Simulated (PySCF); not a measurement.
Bi: excitation energy

Bi [Xe] 4f14 5d10 6s2 6p3 (4S) → Bi [Xe] 4f14 5d10 6s2 6p2 6d1 (high-spin determinant), as a difference of total energies. Computed with PySCF 2.14 in aug-cc-pV5Z-PP with ECP60MDF, with a scalar-relativistic core potential. Correlated levels: valence: 5s2 5p6 5d10 frozen. The calculations carry no spin-orbit coupling.

```tsv
method	excitation energy (eV)
UHF	6.738
LDA	6.596
PBE	6.407
PBE0	6.611
r2SCAN	6.820
MP2 (valence)	6.893
SCS-MP2 (valence)	6.860
```

Problem. How much does correlation contribute at MP2 (valence)?

Solution. 6.893 − (6.738) = 0.155 eV, measured against UHF.

Spin-orbit coupling is strong in these open shells (close to jj coupling). The scalar numbers leave it out and a first-order estimate fails, so it can dominate the gap to the real levels.

The promoted electron is Rydberg-like, and one or two diffuse shells describe it only roughly, which tends to raise the upper state.

The determinant of the upper state mixes LS terms, which raises its energy above the lowest term, most at the Hartree-Fock and MP2 levels.
